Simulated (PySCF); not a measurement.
Compound: C6H6FO (doublet state).
Cartesian coordinates in Å at the GFN2-xTB level; atoms count from 1:
```
atom  x, y, z in Å
O1     1.2381    2.5652    0.5713
C2     0.7141    1.4682    0.3804
C3    -0.6572    1.2023    0.6659
C4    -1.2843   -0.0788    0.2990
F5    -2.4372   -0.2967    1.0249
C6    -0.3326   -1.2702    0.4624
C7     1.0214   -0.9341   -0.0700
C8     1.4895    0.3102   -0.1195
H9    -1.2532    1.9502    1.1650
H10   -1.6146   -0.0276   -0.7569
H11   -0.2558   -1.5013    1.5311
H12   -0.7442   -2.1496   -0.0347
H13    1.6285   -1.7682   -0.3927
H14    2.4868    0.5300   -0.4683
```

As a line formula: `O=C1[CH][C@H](F)CC=C1` [radical].

Computed, not measured: UKS B3LYP, pcH-1 on C F H O, non-relativistic, mean-field spin-orbit, GIAO in PySCF 2.14.0. Isolated species at its GFN2-xTB geometry (one conformer only). The geometry wasn't refined by DFT: couplings that depend on bond lengths, twists or pyramidal angles can differ widely from those at the functional's own minimum. Stability of the SCF solution: not tested.

Principal values of hyperfine tensors in MHz (contact and dipolar terms together), for some of the nuclei:

| atom | isotope | A1 | A2 | A3 |
| --- | --- | --- | --- | --- |
| H10 | 1H | 119.98 | 123.74 | 133.33 |
| C3 | 13C | 1.82 | 2.04 | 197.99 |
| H9 | 1H | -81.17 | -53.81 | -20.09 |
| C2 | 13C | -51.49 | -34.49 | -28.60 |
| C4 | 13C | -33.49 | -29.95 | -28.16 |
| F5 | 19F | 14.84 | 15.13 | 58.94 |
| O1 | 17O | -103.40 | 24.06 | 24.94 |
| H12 | 1H | -6.02 | -5.40 | 0.72 |

(1) Split each tensor into its isotropic and traceless parts, and turn a_iso into mT with g = 2.0046.

(2) What spin density at the nucleus of H9 lies behind its contact coupling (g_N = 5.58569)?

(3) C6 (13C, g_N = 1.40482) isn't in the table. Its spin density at the nucleus is 0.02859 bohr⁻³. What is its contact coupling?

(4) Name the largest traceless tensor T of the table and describe it.

(5) In a single crystal, with the field along each principal axis of the tensor of H10 in turn, what first-order splitting does this nucleus give (isotropic g, quadrupole terms neglected)?

Results:

(1) a_iso = (A1 + A2 + A3)/3, Ti = Ai − a_iso; 1 mT corresponds to 28.057 MHz.

| atom | a_iso (MHz) | a_iso (mT) | T1 | T2 | T3 |
| --- | --- | --- | --- | --- | --- |
| H10 | 125.68 | 4.479 | -5.71 | -1.94 | 7.64 |
| C3 | 67.28 | 2.398 | -65.47 | -65.24 | 130.71 |
| H9 | -51.69 | -1.842 | -29.48 | -2.12 | 31.60 |
| C2 | -38.20 | -1.361 | -13.30 | 3.71 | 9.59 |
| C4 | -30.54 | -1.088 | -2.95 | 0.58 | 2.37 |
| F5 | 29.64 | 1.056 | -14.80 | -14.50 | 29.30 |
| O1 | -18.13 | -0.646 | -85.26 | 42.19 | 43.07 |
| H12 | -3.57 | -0.127 | -2.45 | -1.83 | 4.28 |

(2) a_FC = (2μ0/3) gₑ μB g_N μN ρ(0)/(2S·h) = 800.24 MHz × g_N × ρ(0)/(2S), with ρ in bohr⁻³. With a_FC = -51.69 MHz and 2S = 1, ρ(0) = -0.01156 bohr⁻³. In magnitude that is 3.6 % of the 1/π = 0.318 of a free hydrogen atom.

(3) By the same relation, a_FC = 32.1 MHz. Its full tensor has the principal values 28.59, 29.65, 38.19 MHz.

(4) C3: -65.5, -65.2, 130.7 MHz, axial, in the ratio −1:−1:+2, the form that spin in one p orbital centred on that nucleus gives.

(5) 2 lines (I = 1/2), spaced by |A_i|/(g × 13.996): 4.28, 4.41, 4.75 mT along the axes of A1, A2 and A3.
